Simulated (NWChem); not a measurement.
# Si₂NH₅ClF; SMILES N[Si@@H](Cl)[SiH2]F

```xyz
10

N     -1.9976    -0.5114    -0.2366
Si    -0.3964    -0.4377     0.3893
Cl     0.9134    -1.9526    -0.3008
Si     0.6591     1.5530    -0.2594
F     -0.1172     2.8411     0.3505
H     -2.6493    -1.2013     0.1206
H     -2.1855    -0.3051    -1.2108
H     -0.5031    -0.6557     1.8517
H      2.0607     1.5685     0.2357
H      0.6551     1.6611    -1.7449
```
Atoms are numbered in this order, from 1.

Coordinates come from a B3LYP/6-31G* (spherical d) optimisation.

Task: Give the principal values of the shielding tensors (ppm) of N1, Si2, Cl3, Si4, F5 from Hartree-Fock/6-31G* (spherical d), GIAO (NWChem), with their diamagnetic and paramagnetic parts as GIAO splits them.

Result: 
```
atom    σ11     σ22     σ33  isotropic  diamagnetic  paramagnetic
----  -----  ------  ------  ---------  -----------  ------------
N1    231.5   247.3   259.7      246.2        324.7         -78.5
Si2   423.9   445.8   479.8      449.8        878.7        -429.0
Cl3   827.7  1009.1  1079.7      972.1       1148.6        -176.5
Si4   398.8   428.2   521.5      449.5        876.5        -427.0
F5    429.8   439.6   457.7      442.4        473.2         -30.8
```
